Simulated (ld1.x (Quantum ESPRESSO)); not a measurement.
## Which change was made? (B, ultrasoft)

- Element: boron
- Generator: ld1.x (Quantum ESPRESSO) 7.5
- Type: ultrasoft
- Functional: PBE
- Relativity: scalar-relativistic
- Frozen core: [He]
- Valence charge: 3
- Reference configuration: 2s1.5 2p0 (charge +1.5)
- Partial waves: 2s (bound): rcut 1.25, rcutus 1.35 bohr; 2s channel at 3.15 Ry: rcut 1.25, rcutus 1.35 bohr; 2p (bound, empty): rcut 1.75, rcutus 2.00 bohr; 2p channel at 1.15 Ry: rcut 1.75, rcutus 2.00 bohr; 3d channel at 0.1 Ry: rc 1.60 bohr
- Local potential: the d channel
- Core correction: none
- Augmentation charge: PSQ, inside the norm-conserving radii

Cutoffs, loose and tight: the cutoffs (Ry, on a coarse ladder) from which the occupation-weighted sum of valence levels, in a spherical-Bessel basis at the reference potential, stays within 10 and 1 mRy of its value at 400 Ry. They do not see the model core or the augmentation charge, which bear on the density cutoff. Test errors are all-electron minus pseudo excitation energies from the reference, over the configurations 2s2 2p1; 2s2 2p0; 2s1 2p0; 2s2 2p0.5; 2s0 2p3; 2s1 2p1; 2s1 2p2; variants that change the core or the reference have their own tests.

The base gives: outcome: generated; cutoff, loose: 12 Ry; cutoff, tight: 21 Ry; bound ghosts: none; largest test error (meV): +184.

Q: After one change the result is: outcome: generated; cutoff, loose: 21 Ry; cutoff, tight: 30 Ry; bound ghosts: none; largest test error (meV): +365. Which change was it?
A. waves 2s (bound): rcut 1.08, rcutus 1.14 bohr; 2s channel at 3.15 Ry: rcut 1.08, rcutus 1.14 bohr
B. core correction a·sin(br)/r model core inside 1.18 bohr
C. all radii scaled by about 0.73 (s 0.98, p 1.46, d 1.16 bohr, rcut 0.92/1.28/1.16)

A: A. The others give: core correction a·sin(br)/r model core inside 1.18 bohr → outcome: generated; cutoff, loose: 12 Ry; cutoff, tight: 21 Ry; bound ghosts: none; largest test error (meV): +135 | all radii scaled by about 0.73 (s 0.98, p 1.46, d 1.16 bohr, rcut 0.92/1.28/1.16) → outcome: failed: chargeps: negative rho.
